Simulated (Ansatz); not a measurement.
Calculated with Ansatz (gas phase, PBE0-D4/def2-TZVP geometries, no zero-point term in ΔE). CCSD(T)/CBS is the MP2 limit (def2-TZVPP, def2-QZVPP) plus CCSD(T) − MP2 in def2-TZVPP, frozen cores. Functionals use def2-TZVPP. B3LYP here is the variant with VWN-RPA as its local correlation; programs differ in this. For Ge outer-core shells are correlated without core-valence functions, which leaves a few kJ/mol of doubt a bond. Scalar relativity is left out up to krypton.

`[F][GeH]([AlH2])[SiH3]` → `F[SiH]([AlH2])[GeH3]`  (isomerisation)

| level | ΔE (kcal/mol) | difference from CCSD(T)/CBS |
| --- | --- | --- |
| PBE-D4 | -9.4 | 1.1 |
| r2SCAN-D4 | -9.9 | 0.6 |
| PBE0-D4 | -10.1 | 0.4 |
| B3LYP-D4 | -9.1 | 1.4 |
| ωB97X-V | -9.5 | 1.0 |
| ωB97M-V | -9.2 | 1.3 |
| B2PLYP | -9.1 | 1.4 |
| PBE | -9.3 | 1.2 |
| r2SCAN | -9.9 | 0.6 |
| PBE0 | -10.0 | 0.5 |
| B3LYP | -8.9 | 1.6 |
| HF/def2-TZVPP | -9.1 | 1.4 |
| MP2/def2-TZVPP | -9.6 | 0.9 |
| SCS-MP2/def2-TZVPP | -9.0 | 1.5 |
| CCSD/def2-TZVPP | -10.0 | 0.5 |
| CCSD(T)/def2-TZVPP | -9.9 | 0.6 |
| HF/def2-QZVPP | -9.3 | 1.2 |
| MP2/def2-QZVPP | -10.0 | 0.5 |
| SCS-MP2/def2-QZVPP | -9.4 | 1.1 |
| HF/CBS(def2) | -9.3 | 1.2 |
| MP2/CBS(def2) | -10.2 | 0.3 |
| CCSD/CBS(def2) | -10.6 | -0.1 |
| CCSD(T)/CBS | -10.5 | 0 |

Largest T1 diagnostic among the species: 0.013.
